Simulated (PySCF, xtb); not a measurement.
CF2, SMILES F[C]F (connectivity only; charge and spin as stated), neutral, multiplicity 1.

GFN2-xTB (xtb 6.7.1) at its own geometry gives an orbital gap of 2.59 eV and a dipole moment of 0.41 D.

Geometry: B3LYP-D3(BJ)/def2-TZVP. The isomer is the one that the SMILES or the coordinates give; other isomers of the formula were not compared.

Q: What does PBE0/def2-TZVPD run with PySCF give? (The exact figures need the calculation; the answer reports its results.)

A: gap 6.50 eV (levels -8.89 and -2.39 eV), dipole 0.61 D.
